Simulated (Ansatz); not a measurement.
Problem. Name a neutral molecule of Al, C, Cl, S and H with HOMO energy (PBE0/def2-TZVPP) between -7.45 and -7.15 eV and HOMO–LUMO gap (ωB97M-V/def2-TZVPP) between 10.95 and 11.25 eV (Ansatz, PBE0-D4/def2-TZVP geometry).

Solution. `[CH3][Al-]([CH3])([SH2+])[Cl]` (-7.40 eV, 10.96 eV). Other molecules can fit too; these were computed, each in one conformer that needn't be the lowest.
